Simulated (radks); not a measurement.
Tc V, 39 electrons, occupied as [Kr] 4d3 (the NIST ground configuration). Method: Dirac Kohn-Sham, PBE, spin-unpolarised, spherical densities, finite nucleus; open shells fill j = l - 1/2 first; Fermi nuclear charge, rms radius 4.4112 fm; computed with a radial shooting solver on a logarithmic mesh with Libxc functionals.

Spin-orbit splittings of the eigenvalues, e(l+1/2) - e(l-1/2), with zeta = 2 splitting/(2l+1) and mean radii in bohr:

| shell | occ. | splitting (eV) | zeta (eV) | <r> j=l-1/2 | <r> j=l+1/2 |
|---|---|---|---|---|---|
| 2p | 6 | 118.2 | 78.83 | 0.1271 | 0.1318 |
| 3p | 6 | 19.79 | 13.19 | 0.4089 | 0.4195 |
| 3d | 10 | 3.806 | 1.523 | 0.3967 | 0.4002 |
| 4p | 6 | 3.102 | 2.068 | 1.124 | 1.150 |
| 4d | 3 | 0.3872 | 0.1549 | 1.435 | 1.445 |
